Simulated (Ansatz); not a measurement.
Relaxation of Rb3Br3⁺ with UKS PBE-D4/def2-SVP.

```sh
$ ansatz run in.yaml --threads 4 --pin off --events-out ev --progress --plain --max-ram 4787MiB
```

```yaml
crystal:
  periodic: [false, false, false]
  atoms:
    - {symbol: Rb, position_ang: [1.323970, 2.362250, 1.096230]}
    - {symbol: Rb, position_ang: [-3.796240, -0.033080, -0.439620]}
    - {symbol: Rb, position_ang: [2.065740, -2.972850, -0.938640]}
    - {symbol: Br, position_ang: [-1.828960, 2.216730, 0.606110]}
    - {symbol: Br, position_ang: [-0.790590, -1.389990, -0.532980]}
    - {symbol: Br, position_ang: [3.026090, -0.183060, 0.208900]}
basis:
  gaussian: {orbitals: def2-SVP}
total_charge: 1
magnetization: {spin_polarized: true, initial_magnetization: 1}
hamiltonian: {xc: pbe, dispersion: d4}
scf: {lower_state_search: "off"}
output: {orbitals: {seedname: orbitals}}
relax: {f_tol: 0.02, max_steps: 100}
```

Hardware: 4 threads of Arm Neoverse V2 on a shared host. Wall time 78 s.

Positions (Å) and forces (eV/Å) at steps 1, 2, 3, 4, 5, 6, 7, 8, 10, 13 of 13:

```xyz
6
step=1 energy=-212051.6255 eV
Rb    1.324    2.362    1.096    0.079    0.135    0.070
Rb   -3.796   -0.033   -0.440   -0.134   -0.100   -0.051
Rb    2.066   -2.973   -0.939    0.005   -0.155   -0.059
Br   -1.829    2.217    0.606   -0.017    0.012   -0.001
Br   -0.791   -1.390   -0.533    0.012    0.112    0.041
Br    3.026   -0.183    0.209    0.054   -0.004    0.000
6
step=2 energy=-212051.6477 eV
Rb    1.356    2.414    1.122    0.042    0.065    0.034
Rb   -3.826   -0.063   -0.453   -0.054   -0.050   -0.024
Rb    2.056   -3.008   -0.952   -0.002   -0.063   -0.024
Br   -1.823    2.200    0.600    0.006   -0.033   -0.013
Br   -0.779   -1.357   -0.522    0.003    0.089    0.030
Br    3.017   -0.187    0.206    0.005   -0.007   -0.004
6
step=3 energy=-212051.6673 eV
Rb    1.421    2.505    1.170    0.004   -0.020   -0.008
Rb   -3.872   -0.119   -0.477    0.022    0.001    0.003
Rb    2.018   -3.037   -0.966   -0.004    0.037    0.014
Br   -1.771    2.110    0.570    0.030   -0.066   -0.020
Br   -0.762   -1.272   -0.496   -0.038    0.044    0.011
Br    2.966   -0.186    0.199   -0.014    0.004    0.000
6
step=4 energy=-212051.6880 eV
Rb    1.488    2.551    1.200    0.015   -0.069   -0.028
Rb   -3.944   -0.159   -0.499    0.030    0.010    0.007
Rb    1.959   -2.994   -0.954    0.016    0.092    0.036
Br   -1.681    1.947    0.518    0.034   -0.068   -0.020
Br   -0.797   -1.181   -0.469   -0.114    0.019   -0.004
Br    2.975   -0.164    0.205    0.019    0.015    0.009
6
step=5 energy=-212051.7215 eV
Rb    1.549    2.546    1.206    0.050   -0.085   -0.032
Rb   -4.037   -0.174   -0.515   -0.005    0.012    0.004
Rb    1.908   -2.897   -0.922    0.054    0.111    0.045
Br   -1.596    1.776    0.464   -0.006    0.012    0.003
Br   -0.884   -1.120   -0.456   -0.121   -0.060   -0.029
Br    3.060   -0.133    0.223    0.028    0.009    0.009
6
step=6 energy=-212051.7491 eV
Rb    1.631    2.496    1.193    0.050   -0.053   -0.019
Rb   -4.181   -0.157   -0.526   -0.019    0.039    0.011
Rb    1.886   -2.733   -0.863    0.080    0.082    0.036
Br   -1.527    1.613    0.411   -0.075    0.195    0.058
Br   -1.053   -1.132   -0.474   -0.031   -0.249   -0.084
Br    3.244   -0.086    0.259   -0.004   -0.014   -0.002
6
step=7 energy=-212051.7814 eV
Rb    1.677    2.487    1.181   -0.019   -0.011   -0.010
Rb   -4.252   -0.079   -0.504   -0.013    0.026    0.008
Rb    1.950   -2.655   -0.832   -0.031    0.014   -0.002
Br   -1.519    1.571    0.403    0.001    0.015    0.005
Br   -1.189   -1.265   -0.537    0.019   -0.063   -0.017
Br    3.332   -0.059    0.288    0.043    0.018    0.016
6
step=8 energy=-212051.7876 eV
Rb    1.705    2.472    1.165   -0.033    0.006    0.000
Rb   -4.316   -0.032   -0.492    0.017    0.018    0.009
Rb    1.956   -2.574   -0.813   -0.053    0.004   -0.004
Br   -1.498    1.509    0.384    0.008   -0.005   -0.004
Br   -1.284   -1.341   -0.568    0.038   -0.030   -0.007
Br    3.437   -0.035    0.325    0.023    0.007    0.006
6
step=10 energy=-212051.7914 eV
Rb    1.687    2.483    1.173    0.005   -0.002    0.002
Rb   -4.300    0.000   -0.471    0.006   -0.001    0.001
Rb    1.911   -2.532   -0.814   -0.002    0.004    0.000
Br   -1.457    1.476    0.353    0.004   -0.009   -0.007
Br   -1.304   -1.409   -0.583   -0.004    0.005    0.003
Br    3.462   -0.017    0.342   -0.008    0.003    0.001
6
step=13 energy=-212051.7921 eV
Rb    1.698    2.500    1.217   -0.001    0.000    0.001
Rb   -4.294    0.014   -0.446   -0.003    0.000    0.000
Rb    1.892   -2.498   -0.835    0.002   -0.001   -0.002
Br   -1.402    1.449    0.272    0.001    0.004    0.000
Br   -1.339   -1.465   -0.561    0.000   -0.002    0.002
Br    3.445   -0.001    0.353    0.001   -0.001    0.000
```

In the def2 sets Rb takes a core potential; there is no spin–orbit coupling. The gap within one spin of the charge 1 doublet nearly closes, so an electron or hole may be smeared out by delocalisation error. The relaxation made no stability test and no search for a lower SCF solution. The structure comes from a short search, and lower isomers may exist.
